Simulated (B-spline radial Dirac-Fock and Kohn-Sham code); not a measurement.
ΔSCF core binding energies without Breit or QED terms, calculated with a radial atomic solver.

A sound run for the Pd atom in the configuration [Kr] 4d10: The ground state converged in 11 iterations, with total energy -5044.40058 Ha, virial ratio 1.95726 and highest orbital energy -8.70 eV. ΔSCF binding energies: K (1s) 24428.2 eV, L3 (2p3/2) 3184.4 eV, M5 (3d5/2) 340.0 eV.

A second run, with one unsound setting: The ground state had not converged after 69 iterations, with total energy -5044.40018 Ha, virial ratio 1.95704 and highest orbital energy -8.50 eV. ΔSCF binding energies: K (1s) 24428.4 eV, L3 (2p3/2) 3184.6 eV, M5 (3d5/2) 340.2 eV (not all states converged, so these are not final).

```
iter   energy (Ha)        error
   1    -5043.17949419  1.63e+00
   2    -5043.48677649  1.91e-01
   3    -5043.57775325  1.80e-01
   4    -5043.66019983  1.70e-01
   5    -5043.73485763  1.61e-01
   6    -5043.80240898  1.51e-01
   7    -5043.86348146  1.43e-01
   8    -5043.91865203  1.34e-01
   9    -5043.96845074  1.27e-01
  17    -5044.22412106  7.87e-02
  25    -5044.33097594  5.17e-02
  33    -5044.37375453  3.43e-02
  41    -5044.39034719  2.29e-02
  49    -5044.39666280  1.54e-02
  57    -5044.39905150  1.05e-02
  65    -5044.39996054  7.24e-03
  69    -5044.40017727  6.03e-03
```

Question: Which fault fits the second run best?
A. damping too heavy
B. mesh too coarse
C. too few quadrature points
D. functional not served

Answer: A. The input had damp = 0.97; ndamp = 100: damp is so close to 1 that the orbitals hardly move in each step.
